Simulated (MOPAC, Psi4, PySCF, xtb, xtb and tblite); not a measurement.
Two geometries of SMILES c1csc(-c2ccc(-c3cccs3)s2)c1, singlet, relaxed at GFN2-xTB with one dihedral held; other torsions can differ between them too.

Structure A

```
23

C      4.1860    -3.0153    -0.8899
C      4.3927    -2.3136    -2.0320
S      3.1585    -1.1533    -2.3165
C      2.3312    -1.6294    -0.8599
C      1.1218    -0.9585    -0.4300
C      0.9885    -0.0339     0.5659
C     -0.3368     0.3874     0.7623
C     -1.2296    -0.2228    -0.0796
C     -2.6434    -0.0376    -0.1565
C     -3.5369    -0.6413    -1.0022
C     -4.8635    -0.2175    -0.7986
C     -4.9744     0.7013     0.1958
S     -3.4563     1.0735     0.9105
S     -0.4213    -1.3427    -1.1386
C      3.0101    -2.6205    -0.2159
H      4.8445    -3.7878    -0.5354
H      5.1984    -2.4021    -2.7333
H      1.8251     0.3360     1.1315
H     -0.6342     1.1159     1.4957
H     -3.2402    -1.3633    -1.7421
H     -5.6997    -0.5813    -1.3683
H     -5.8565     1.1895     0.5593
H      2.6705    -3.0571     0.7063
```

Structure B

```
23

C      4.3390    -2.7670    -0.8061
C      4.2874    -2.4667    -2.1288
S      2.8725    -1.5854    -2.5419
C      2.3174    -1.6390    -0.8926
C      1.1183    -0.9574    -0.4767
C      0.9891    -0.0612     0.5499
C     -0.3324     0.3585     0.7599
C     -1.2317    -0.2336    -0.0900
C     -2.6446    -0.0434    -0.1564
C     -3.5440    -0.6306    -1.0081
C     -4.8684    -0.2079    -0.7903
C     -4.9725     0.6938     0.2205
S     -3.4500     1.0507     0.9339
S     -0.4312    -1.3349    -1.1737
C      3.2216    -2.2829    -0.0956
H      5.1434    -3.3154    -0.3496
H      4.9962    -2.7077    -2.8958
H      1.8300     0.2988     1.1154
H     -0.6256     1.0741     1.5076
H     -3.2524    -1.3402    -1.7619
H     -5.7083    -0.5601    -1.3619
H     -5.8518     1.1772     0.5969
H      3.0727    -2.4235     0.9600
```

Which is lower in energy at the level PBE0-D3(BJ)/def2-SVP // GFN2-xTB in Psi4, and by how much?

B is lower, by 5.35 kJ/mol (dihedral S14–C5–C4–S3: 80° in A, 60° in B).

E(B) − E(A) in kJ/mol at the other levels, on the same two geometries: GFN2-xTB (xtb and tblite) -5.63; PBE0/def2-SVP // GFN2-xTB (Psi4) -5.20; PBE/def2-SVP // GFN2-xTB (Psi4) -6.13; PBE-D3(BJ)/def2-SVP // GFN2-xTB (Psi4) -6.36; PM3, restricted, heats of formation // GFN2-xTB (MOPAC) -0.48; PM7, restricted, heats of formation // GFN2-xTB (MOPAC) 0.10; GFN1-xTB // GFN2-xTB (xtb) -6.28; restricted B3LYP/6-31G*, spherical d, density fitting // GFN2-xTB (PySCF) -4.84; restricted Hartree-Fock/STO-3G, density fitting // GFN2-xTB (PySCF) -3.03; restricted Hartree-Fock/3-21G, density fitting // GFN2-xTB (PySCF) -1.56.
